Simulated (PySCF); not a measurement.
## GeN: energy against distance

Set-up: PySCF, scalar-relativistic core potentials, basis sets Ge cc-pVTZ-PP with ECP10, N cc-pVTZ. Energies in eV from Ge + N in their ground configurations at the same level. State: ²Π (doublet), unpaired electrons π ↑.

All columns are PBE0. A positive dipole means Ge(−)N(+).

```tsv
R (Å)	E (eV)	μ (D)	Mulliken charge on Ge (basis-dependent)	HOMO (eV)	LUMO (eV)	Mayer bond order	⟨S²⟩
1.494	-1.974	-2.14	0.30	-7.28	-5.21	2.27	0.75
1.563	-2.820	-2.36	0.32	-7.31	-4.96	2.24	0.76
1.633	-3.285	-2.57	0.35	-7.31	-4.73	2.22	0.76
1.685	-3.449	-2.72	0.36	-7.29	-4.58	2.19	0.76
1.737	-3.495	-2.85	0.38	-7.19	-4.44	2.17	0.77
1.789	-3.450	-2.97	0.39	-6.97	-4.33	2.14	0.79
1.859	-3.293	-3.06	0.40	-6.66	-4.20	2.07	0.84
1.945	-3.009	-3.03	0.39	-6.34	-4.09	1.89	1.00
2.050	-2.629	-2.91	0.37	-6.10	-3.99	1.63	1.22
2.189	-2.133	-2.83	0.34	-5.93	-3.88	1.35	1.45
```

A fit through these points gives, at Re = 1.735 Å, μ = -2.85 D and dμ/dR = -2.48 D/Å; the reduced mass is 11.77 u.

Problem. How strong is the fundamental in the double-harmonic approximation, I = 42.26·(dμ/dR)²/μred km/mol?

Solution. I = 42.26·(-2.48)²/11.77 = 22.1 km/mol at PBE0.

⟨S²⟩ of the unrestricted solution departs from its pure value on part of the curve, where spin states mix. Spin–orbit coupling is left out. The state was picked by a PBE0 search and need not be the measured ground state.
